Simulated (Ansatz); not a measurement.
`BC[SiH](C)F` + H–F → `C[SiH](F)CF` + BH₃  (substitution at a C–B bond)

Program: Ansatz. Geometries: PBE0-D4/def2-TZVP. ΔE: electronic, gas phase. CCSD(T)/CBS adds triple-zeta CCSD(T) − MP2 to the extrapolated MP2 energy (def2 sets, frozen cores). This one scheme is used for every species. DFT in def2-TZVPP. B3LYP here is the variant with VWN-RPA as its local correlation; programs differ in this. One conformer a species, not always the lowest.

`BC[SiH](C)F`:

Cartesian coordinates in Å:
```
B -1.814 0.546 0.441
C -0.820 -0.505 0.949
Si 0.524 -0.810 -0.328
C 1.488 0.720 -0.731
F 1.525 -1.894 0.307
H -2.757 0.228 -0.226
H -1.631 1.712 0.650
H -0.261 -0.198 1.840
H -1.257 -1.498 1.098
H -0.049 -1.428 -1.550
H 1.892 1.180 0.174
H 0.842 1.454 -1.222
H 2.319 0.494 -1.403
```

H–F:

```xyz
2

F    -0.435    0.081   -0.125
H     0.435   -0.081    0.125
```

`C[SiH](F)CF`:

Cartesian coordinates in Å:
```
C 0.770 1.369 -0.141
Si -0.665 0.207 -0.253
F -1.132 0.054 -1.782
C -0.191 -1.528 0.325
F 0.264 -1.447 1.642
H 1.598 1.035 -0.770
H 0.487 2.378 -0.450
H 1.126 1.416 0.892
H -1.830 0.695 0.526
H -1.038 -2.221 0.297
H 0.611 -1.956 -0.287
```

BH₃:

```xyz
4

B     0.000    0.000    0.000
H     0.617   -0.888    0.505
H     0.567    0.975   -0.390
H    -1.185   -0.087   -0.115
```

```tsv
level	ΔE (kcal/mol)	difference from CCSD(T)/CBS
PBE-D4	34.7	-0.9
r2SCAN-D4	34.5	-1.1
ωB97M-V	33.4	-2.2
B2PLYP	32.3	-3.3
PBE	33.7	-1.9
r2SCAN	34.2	-1.4
PBE0	34.4	-1.2
B3LYP	30.1	-5.5
HF/def2-TZVPP	26.7	-8.9
SCS-MP2/def2-TZVPP	33.6	-2.0
CCSD(T)/def2-TZVPP	34.4	-1.2
MP2/def2-QZVPP	38.0	2.4
SCS-MP2/def2-QZVPP	34.4	-1.2
HF/CBS(def2)	26.8	-8.8
MP2/CBS(def2)	38.5	2.9
CCSD/CBS(def2)	34.7	-0.9
CCSD(T)/CBS	35.6	0
```

Largest T1 diagnostic among the species: 0.011.

In def2-TZVPP, CCSD(T) changes the Hartree–Fock value by +7.8 kcal/mol (the triples alone add +0.9 kcal/mol) and MP2 by +10.7 kcal/mol. The D4 term adds +1.7 kcal/mol with B3LYP and +0.9 kcal/mol with PBE0; it sums over pairs of atoms, weighted by their polarisabilities, and B3LYP, whose exchange is more repulsive, gets the larger term.
